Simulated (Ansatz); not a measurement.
`N[SiH](F)[Si](N)(O)O`, relaxed with RKS PBE0-D4/def2-TZVP in Ansatz from a GFN2-xTB geometry. The force threshold is 0.005 eV/Å; the program also tests the step.

Total charge 0; spin multiplicity 1.

Start:

```xyz
14

N     0.443    1.761    1.488
Si   -0.200    1.461   -0.080
F     0.966    2.082   -1.034
Si   -0.345   -0.784   -0.417
N     1.039   -1.791   -0.105
O    -0.849   -1.156   -1.927
O    -1.537   -1.233    0.592
H     0.783    2.683    1.712
H    -0.011    1.352    2.287
H    -1.323    2.322   -0.479
H     1.374   -1.820    0.845
H     1.832   -1.719   -0.722
H    -0.271   -1.044   -2.674
H    -1.901   -2.112    0.513
```

```tsv
step	energy (eV)	largest force (eV/Å)	largest move (Å)
1	-25654.6848	1.343	0.000
2	-25654.7934	0.541	0.128
3	-25654.8128	0.281	0.071
4	-25654.8252	0.157	0.085
5	-25654.8348	0.617	0.168
6	-25654.8642	0.426	0.200
7	-25654.8812	0.241	0.200
8 (rejected)	-25654.8598	0.576	0.200
9	-25654.8939	0.138	0.100
10	-25654.8948	0.641	0.099
11	-25654.9030	0.336	0.031
13	-25654.9438	0.341	0.200
15	-25654.9750	0.097	0.115
17 (rejected)	-25654.9756	0.328	0.022
19	-25654.9771	0.030	0.014
21	-25654.9778	0.043	0.070
23	-25654.9789	0.244	0.120
25	-25654.9873	0.178	0.195
27	-25654.9997	0.226	0.057
29	-25655.0170	0.225	0.195
31	-25655.0333	0.231	0.172
33	-25655.0464	0.188	0.095
35	-25655.0564	0.186	0.095
37	-25655.0601	0.048	0.045
39	-25655.0612	0.034	0.058
41	-25655.0613	0.009	0.008
43	-25655.0613	0.002	0.002
```

End:

```xyz
14

N    -0.770    2.080    0.983
Si    0.498    1.392    0.076
F     1.938    1.429    0.809
Si   -0.081   -0.847   -0.299
N     1.134   -1.954   -0.755
O    -1.161   -0.984   -1.534
O    -0.692   -1.254    1.176
H    -0.862    3.072    1.125
H    -1.189    1.551    1.732
H     0.674    2.239   -1.133
H     1.977   -2.049   -0.214
H     1.290   -2.144   -1.731
H    -1.876   -0.346   -1.550
H    -0.882   -2.185    1.316
```

Hardware: 2 threads of an AMD EPYC 7R13 on a shared host and a share of an NVIDIA H100 80 GB. Wall time 95 s, peak host memory 0.91 GiB.
